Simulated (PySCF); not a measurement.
# Electron correlation in Sn (tin, neutral)

[Kr] 4d10 5s2 5p2, high-spin 3P determinant. Calculation: PySCF 2.14, in x2c-TZVPPall with one added diffuse shell each of s, p, d, f type (9s7p5d3f, 76 functions); scalar relativity by spin-free X2C-1e. Frozen: [Ar] 3d10; 22 electrons correlated.

```
  level  correlation energy (mhartree)
   CCSD                        -368.02
    (T)                          -8.79
CCSD(T)                        -376.81
```

Diagnostics: T1 = 0.010, D1 = 0.0423, largest double amplitude 0.059.

Cost of the coupled-cluster step: about 60 core-seconds, for 22 correlated electrons.

This basis was not built for core-valence correlation, so the inner-shell part is incomplete.
